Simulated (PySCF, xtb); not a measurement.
BrCdHO, SMILES [OH][Cd][Br]. The values are those of a single conformer.

Harmonic wavenumbers (cm⁻¹) from GFN2-xTB run with xtb 6.7.1 at its own minimum, in rising order: 82, 226, 314, 388, 711, 3629.

### Question
What does B3LYP-D3(BJ)/def2-TZVP run with PySCF give at its own minimum? (An estimate is asked for; the answer gives what the named calculation found.)

### Answer
102, 107, 249, 580, 805, 3817. Paired by order, the mean absolute difference is 113 cm⁻¹ and the zero-point energies are 7.6 and 8.1 kcal/mol.
